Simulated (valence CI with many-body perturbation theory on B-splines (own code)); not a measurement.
**Sr⁵⁺: calculated level list**

Method: configuration interaction combined with many-body perturbation theory (CI+MBPT): five valence electrons over a frozen Dirac-Fock core [Ar] 3d10, radial functions for each j: 11 s, 11 p, 10 d, 8 f, 5 g, 2 h, with the one-electron correlation potential Σ1, the two-electron term Σ2, the three-electron term Σ3, Breit, model QED; selected CI, second order for the rest, scaled by the run's own slope (own B-spline code, finite nucleus).

Against 20 measured levels this calculation errs by 110 cm⁻¹ on average and by 299 at most. These come from a selection out of Sansonetti, J. Phys. Chem. Ref. Data 41, 013102 (2012). Levels without a partner in it may be off by more. Among the levels kept, up to 3300 cm⁻¹ of a level comes from second order outside the variational space, and about a tenth of that is noise between levels of different J, which matters for small intervals.

Levels 46 to 90 of 181, with energies above the lowest level, 4s2 4p3 4S°_3/2. "Leading %" is the weight of the configuration and term that name the level; weights of strongly mixed levels are sums over their largest components and can fall short. In the jj column 3d3/2^4 stands for four electrons in 3d with j = 3/2. Lifetimes count E1, E2, E3, M1 and M2 decay at the calculated energies, and are blank where another channel may lead or the interval is too uncertain; long ones can be off by a factor of two.

```
No.  Configuration  Term     J  E (cm⁻¹)  Leading %                     Leading jj  Lifetime
 46     4s2 4p2 5s    2P   3/2    343950         70     4s^2 4p1/2 4p3/2 5s (79 %)   33.7 ps
 47      4s 4p3 4d   6D°   1/2    353380         97  4s 4p1/2 4p3/2^2 4d3/2 (51 %)   18.4 ns
 48      4s 4p3 4d   6D°   3/2    353540         93  4s 4p1/2 4p3/2^2 4d3/2 (41 %)   5.37 ns
 49      4s 4p3 4d   6D°   5/2    353810         97  4s 4p1/2 4p3/2^2 4d3/2 (35 %)   22.7 ns
 50            4p5   2P°   3/2    354110         58         4p1/2^2 4p3/2^3 (58 %)    307 ps
 51      4s 4p3 4d   6D°   7/2    354140         96  4s 4p1/2 4p3/2^2 4d5/2 (30 %)   44.2 ns
 52      4s 4p3 4d   6D°   9/2    354650         97  4s 4p1/2 4p3/2^2 4d5/2 (53 %)    129 ns
 53     4s2 4p2 5s    2D   5/2    355880         83         4s^2 4p3/2^2 5s (65 %)   67.9 ps
 54     4s2 4p2 5s    2D   3/2    356920         72         4s^2 4p3/2^2 5s (77 %)   50.1 ps
 55            4p5   2P°   1/2    363950         59           4p1/2 4p3/2^4 (59 %)    317 ps
 56     4s2 4p2 5p   2S°   1/2    376920         38      4s^2 4p1/2^2 5p1/2 (68 %)    249 ps
 57     4s2 4p2 5s    2S   1/2    379290         89         4s^2 4p3/2^2 5s (81 %)   73.5 ps
 58      4s 4p3 4d   4D°   5/2    379890         83  4s 4p1/2^2 4p3/2 4d5/2 (27 %)   1.35 ns
 59      4s 4p3 4d   4D°   3/2    380270         70  4s 4p1/2^2 4p3/2 4d5/2 (22 %)    850 ps
 60      4s 4p3 4d   4D°   7/2    380750         88  4s 4p1/2 4p3/2^2 4d5/2 (57 %)   1.77 ns
 61      4s 4p3 4d   4D°   1/2    381120         40  4s^2 4p1/2 4p3/2 5p1/2 (36 %)    415 ps
 62      4s 4p3 4d   4D°   1/2    382660         47  4s^2 4p1/2 4p3/2 5p1/2 (27 %)    358 ps
 63     4s2 4p2 5p   4D°   3/2    383030         62      4s^2 4p1/2^2 5p3/2 (47 %)    218 ps
 64      4s 4p3 4d   4F°   3/2    387520         78  4s 4p1/2 4p3/2^2 4d3/2 (46 %)   1.11 ns
 65     4s2 4p2 5p   2D°   3/2    387670         43  4s^2 4p1/2 4p3/2 5p1/2 (56 %)    238 ps
 66     4s2 4p2 5p   4D°   5/2    388130         82  4s^2 4p1/2 4p3/2 5p3/2 (67 %)    212 ps
 67      4s 4p3 4d   4F°   5/2    388960         76  4s 4p1/2 4p3/2^2 4d3/2 (54 %)    920 ps
 68      4s 4p3 4d   4F°   7/2    390680         81  4s 4p1/2 4p3/2^2 4d3/2 (45 %)   1.50 ns
 69     4s2 4p2 5p   4P°   1/2    391180         82  4s^2 4p1/2 4p3/2 5p3/2 (58 %)    199 ps
 70     4s2 4p2 5p   2D°   3/2    391440         40  4s^2 4p1/2 4p3/2 5p3/2 (84 %)    227 ps
 71     4s2 4p2 5p   2D°   5/2    391600         50  4s^2 4p1/2 4p3/2 5p1/2 (55 %)    227 ps
 72      4s 4p3 4d   4F°   9/2    393080         83  4s 4p1/2 4p3/2^2 4d5/2 (63 %)   1.93 ns
 73     4s2 4p2 5p   4D°   7/2    393200         83  4s^2 4p1/2 4p3/2 5p3/2 (62 %)    197 ps
 74     4s2 4p2 5p   4P°   3/2    395450         42  4s^2 4p1/2 4p3/2 5p1/2 (35 %)    205 ps
 75      4s 4p3 4d   4G°   5/2    397290         77  4s 4p1/2 4p3/2^2 4d3/2 (31 %)   4.73 ns
 76      4s 4p3 4d   4G°   7/2    398130         74  4s 4p1/2 4p3/2^2 4d3/2 (30 %)   4.24 ns
 77      4s 4p3 4d   4G°   9/2    399330         74  4s 4p1/2 4p3/2^2 4d5/2 (44 %)   5.43 ns
 78     4s2 4p2 5p   4P°   5/2    399930         43  4s^2 4p1/2 4p3/2 5p3/2 (44 %)    223 ps
 79     4s2 4p2 5p   2P°   3/2    400130         75  4s^2 4p1/2 4p3/2 5p3/2 (56 %)    252 ps
 80      4s 4p3 4d   4G°  11/2    401000         85  4s 4p1/2 4p3/2^2 4d5/2 (85 %)   5.01 ns
 81     4s2 4p2 5p   2P°   1/2    402160         73      4s^2 4p3/2^2 5p3/2 (45 %)    270 ps
 82      4s 4p3 4d   2S°   1/2    403830         74  4s 4p1/2 4p3/2^2 4d5/2 (38 %)    457 ps
 83     4s2 4p2 5p   2F°   5/2    408780         48      4s^2 4p3/2^2 5p3/2 (52 %)    228 ps
 84     4s2 4p2 5p   2D°   3/2    410260         63      4s^2 4p3/2^2 5p1/2 (55 %)    243 ps
 85      4s 4p3 4d   2G°   9/2    411040         64  4s 4p1/2 4p3/2^2 4d3/2 (46 %)   4.78 ns
 86     4s2 4p2 5p   2F°   7/2    411110         46      4s^2 4p3/2^2 5p3/2 (35 %)    392 ps
 87     4s2 4p2 5p   2D°   5/2    411330         63      4s^2 4p3/2^2 5p1/2 (70 %)    263 ps
 88      4s 4p3 4d   2G°   7/2    411420         40      4s^2 4p3/2^2 5p3/2 (26 %)    429 ps
 89      4s 4p3 4d   4D°   1/2    416420         89  4s 4p1/2^2 4p3/2 4d3/2 (33 %)    167 ps
 90     4s2 4p2 5p   2P°   1/2    417560         91  4s^2 4p1/2 4p3/2 5p3/2 (64 %)    191 ps
```

Names give the largest LS component (configuration and term), which can be under half, so a name can repeat, a term be missing and a line seem to break the LS rules; names also repeat where a configuration has a term twice.

Where two levels of one J and parity lie close, their mixing, g and order are uncertain.
